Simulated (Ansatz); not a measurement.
Geometry optimisation, UKS PBE0/def2-SVP (Ansatz 0.2.0).

input.yaml

```yaml
crystal:
  periodic: [false, false, false]
  atoms:
    - { symbol: B, position_ang: [0.0, 0.0, 0.0] }
    - { symbol: F, position_ang: [0.0, 0.0, 1.57] }
    - { symbol: O, position_ang: [1.2211, 0.0, -0.705] }
    - { symbol: H, position_ang: [1.5209, -0.9519, -0.8599] }
    - { symbol: O, position_ang: [-1.2211, 0.0, -0.705] }
    - { symbol: H, position_ang: [-1.7308, -0.8467, -0.4965] }
    - { symbol: O, position_ang: [0.0, 0.0, 3.1] }
    - { symbol: H, position_ang: [-0.5144, -0.8011, 3.4371] }
magnetization:
  spin_polarized: true
  initial_magnetization: 1
basis:
  gaussian: { orbitals: def2-SVP }
hamiltonian:
  xc: pbe0
relax:
  f_tol: 0.15
  max_steps: 25
  restrain:
    - { distance: [1, 6], at: 2.43, k: 30.0 }
    - { distance: [0, 1], at: 1.32, k: 30.0 }
```

Command:

```bash
$ ansatz run input.yaml --threads 2 --pin off --max-ram 3072MiB --backend cpu --events-out ev --progress --plain --runs-dir out
```

Problem. Where does it end, and by what steps?

Solution. It converged. The restraints hold the end off the free minimum; the threshold counts their pulls, which the force column leaves out. Restrained pairs: F2–O7 (1.53 → 2.44 Å), B1–F2 (1.57 → 1.33 Å). After 20 steps the energy has fallen by 4.736 eV (the restraints' own energy left out); F2 moved furthest, 1.72 Å. The start is strongly strained (largest force component 14 eV/Å).

```tsv
step	energy less start (eV)	largest force component (eV/Å)	accepted
0	0.0000	13.718	yes
1	-3.0254	4.650	yes
2	-3.5658	2.752	yes
3	-3.9175	1.325	yes
4	-4.1347	0.818	yes
5	-4.2815	0.583	yes
6	-4.4539	0.506	yes
7	-4.5323	0.471	yes
8	-4.5676	0.480	yes
9	-4.5852	0.232	yes
10	-4.5775	1.314	no
11	-4.5955	0.378	yes
12	-4.6077	0.237	yes
13	-4.6236	0.413	yes
14	-4.6532	0.278	yes
15	-4.6785	0.434	yes
16	-4.7061	0.417	yes
17	-4.7276	0.231	yes
18	-4.6987	1.264	no
19	-4.7346	0.318	yes
20	-4.7356	0.429	yes
```

```xyz
8
Properties=species:S:1:pos:R:3
B -0.072 -0.665 0.234
F -0.470 -1.589 1.111
O 1.258 -0.530 0.029
H 1.442 0.142 -0.635
O -0.981 0.024 -0.500
H -1.886 -0.144 -0.223
O -0.365 0.386 2.534
H 0.350 -0.225 2.791
```

Run time: 75 s on 2 threads of Arm Neoverse V2, on a shared host, peak memory 0.23 GiB.
